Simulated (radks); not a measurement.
Values are calculated unless marked as measured or tabulated.
Question: Species: a nucleus of charge 74.75 with 73 electrons. Configuration: [Xe] 4f14 5d5. Level of theory: scalar-relativistic Kohn-Sham, PBE, spin-unpolarised, spherical densities, point nucleus (a radial shooting solver on a logarithmic mesh with Libxc functionals). Some entries of the table are withheld. Estimate them.

orbital  occ.  eigenvalue (eV)  <1/r> (bohr^-1)  <r> (bohr)
1s          2        -71134.83            88.38     0.01811
2s          2        -12330.44            20.67     0.07654
2p          6        -10766.84            18.68     0.06861
3s          2        -2861.352            7.656      0.1983
3p          6        -2399.885            7.054      0.1987
3d         10        -1875.256            6.662      0.1800
4s          2        -606.0897            3.257      0.4427
4p          6        -454.7537            2.956      0.4709
4d         10        -264.4874            2.633      0.5027
5s          2         -97.1633              (1)       1.044
5p          6              (2)            1.079       1.219
4f         14         -53.4169            2.144      0.5871
5d          5         -18.3616              (3)       1.836

Answer: 
(1) 5s <1/r> (bohr^-1): 1.282
(2) 5p eigenvalue (eV): -59.6034
(3) 5d <1/r> (bohr^-1): 0.7083
